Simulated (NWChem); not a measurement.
All runs are NWChem calculations. System: F3OTa, charge 0, spin multiplicity 1, at a geometry optimised with PBE0/def2-SVP with def2 effective core potentials on Ta. The structure started from a generated list of species. Level: G0W0@PBE/def2-TZVP with def2 effective core potentials on Ta, RI basis def2-tzvp-rifit, no spin-orbit coupling.

Part of the output:

```
             Northwest Computational Chemistry Package (NWChem) 7.3.0
             --------------------------------------------------------

                                NWChem Input Module
                                -------------------

 Scaling coordinates for geometry "geometry" by  1.889725989
 (inverse scale =  0.529177249)

 Turning off AUTOSYM since
 SYMMETRY directive was detected!

                             Geometry "geometry" -> ""
                             -------------------------

 Output coordinates in angstroms (scale by  1.889725989 to convert to a.u.)

  No.       Tag          Charge          X              Y              Z
 ---- ---------------- ---------- -------------- -------------- --------------
    1 Ta                  73.0000    -0.00286600     0.00834200     0.00000000
    2 O                    8.0000    -0.55680000     1.62235700     0.00000000
    3 F                    9.0000     1.02116700    -0.21206100     1.55367100
    4 F                    9.0000     1.02116700    -0.21206100    -1.55367100
    5 F                    9.0000    -1.52415500    -1.08563900     0.00000000

 Effective nuclear repulsion energy (a.u.)     818.8634849309

            Nuclear Dipole moment (a.u.)
            ----------------------------
        X                 Y               Z
 ---------------- ---------------- ----------------
    -0.0000132281    -0.0000510226     0.0000000000

      Symmetry information
      --------------------

 Group name             Cs
 Group number              2
 Group order               2
 No. of unique centers     4

      Symmetry unique atoms

     1    2    3    5


 Summary of "ao basis" -> "" (spherical)
 ------------------------------------------------------------------------------
       Tag                 Description            Shells   Functions and Types
 ---------------- ------------------------------  ------  ---------------------
 *                         def2-tzvp                  on all atoms

 Summary of "ri basis" -> "" (spherical)
 ------------------------------------------------------------------------------
       Tag                 Description            Shells   Functions and Types
 ---------------- ------------------------------  ------  ---------------------
 *                      def2-tzvp-rifit               on all atoms

  pbe96 is a nonlocal functional; adding pw91lda local functional.

                                 NWChem DFT Module
[...]
  ----- ------------  ---------------      ----- ------------  ---------------
     6      1.157964  1 Ta s                  3     -0.229626  1 Ta s
     4     -0.219254  1 Ta s                 76     -0.175685  3 F  s
   107     -0.175685  4 F  s                138     -0.175693  5 F  s
    17     -0.163611  1 Ta py                 5      0.130461  1 Ta s
     2      0.127753  1 Ta s                 44     -0.112137  2 O  s

 center of mass
 --------------
 x =   0.00312557 y =  -0.00910952 z =   0.00000000

 moments of inertia (a.u.)
 ------------------
         563.966242206274         -31.272380047543           0.000000000000
         -31.272380047543         644.350165320302           0.000000000000
           0.000000000000           0.000000000000         553.238717191029

     Multipole analysis of the density
     ---------------------------------

     L   x y z        total         alpha         beta         nuclear
     -   - - -        -----         -----         ----         -------
     0   0 0 0      0.000000    -24.000000    -24.000000     48.000000

     1   1 0 0      0.225162     -0.049891     -0.049891      0.324944
     1   0 1 0     -0.655748      0.145074      0.145074     -0.945897
     1   0 0 1     -0.000000     -0.000000     -0.000000      0.000000

     2   2 0 0    -33.445089    -91.996705    -91.996705    150.548321
     2   1 1 0      0.276683     -6.588306     -6.588306     13.453294
     2   1 0 1      0.000000      0.000000      0.000000      0.000000
     2   0 2 0    -34.156719    -75.062103    -75.062103    115.967487
     2   0 1 1     -0.000000     -0.000000     -0.000000      0.000000
     2   0 0 2    -33.349635    -94.256340    -94.256340    155.163046

 Task  times  cpu:       18.4s     wall:       18.4s

                                NWChem Input Module
                                -------------------

                                 NWChem GW Module
                                 ----------------

                             ***********************
                             ***        GW       ***
                             ***********************

 Summary of "ri basis" -> "ri basis" (spherical)
 ------------------------------------------------------------------------------
       Tag                 Description            Shells   Functions and Types
 ---------------- ------------------------------  ------  ---------------------
 Ta                     def2-tzvp-rifit             33      151   8s8p7d5f3g2h
 O                      def2-tzvp-rifit             22       76   8s6p4d3f1g
 F                      def2-tzvp-rifit             22       76   8s6p4d3f1g

                 Memory Information
                 ------------------
          Available GA per process is          1699.8 MBs
          Available stack per process is        700.0 MBs
          Available heap per process is           0.0 MBs

          Peak memory in Initialization
              Peak GA per process is                 16.6 MBs
              Peak stack per process is               0.3 MBs
              Peak heap per process is               17.2 MBs
              Memory not in MA per process            0.0 MBs

          Peak memory in CDGW Calculation
              Peak GA per process is                 19.9 MBs
              Peak stack per process is               3.2 MBs
              Peak heap per process is                3.5 MBs
              Memory not in MA per process            0.0 MBs

          Computing 2-center integrals
          Computing Inverse Cholesky factor
          Computing 3-center integrals
          Computing Vxc

          Computing Sigma_x
          Computing W(iw) on the imaginary grid
          Solving quasiparticle equations

                  Alpha Orbitals
          State     Energy (eV)     Error (eV)
          -----------------------------------
@GW        21        -14.193           0.003
@GW        22        -11.984           0.002
@GW        23        -11.785           0.002
@GW        24        -11.784           0.003
@GW        25          1.343           0.003
@GW        26          1.343           0.002

     GW Timing Statistics
   ------------------------
   Init.   :          0.1s
     ERIs  :          1.7s
     Distr.:          0.0s
     Vxc   :          0.3s
   Vmo     :          0.0s
   iW      :          3.2s
   I_n     :          0.0s
   R_n     :          1.0s
   GW total:          6.3s

 Task  times  cpu:        6.3s     wall:        6.3s

 Total times  cpu:       24.7s     wall:       24.7s
```

**Question.** Write an NWChem input that would produce this output.

**Answer.** One answer among several that fit: 
```
start mol
memory heap 200 mb stack 700 mb global 1700 mb
geometry units angstroms nocenter noautoz
  Ta    -0.002866     0.008342     0.000000
  O     -0.556800     1.622357     0.000000
  F      1.021167    -0.212061     1.553671
  F      1.021167    -0.212061    -1.553671
  F     -1.524155    -1.085639     0.000000
  symmetry group Cs
end
basis spherical
  * library def2-tzvp
end
ecp
  Ta library def2-ecp
end
basis "ri basis" bse spherical
  * library def2-tzvp-rifit
end
dft
  xc xpbe96 cpbe96
  iterations 100
  direct
  tolerances tight
end
task dft energy
gw
  method cdgw
  states alpha occ 4 vir 2
end
task dft gw
```
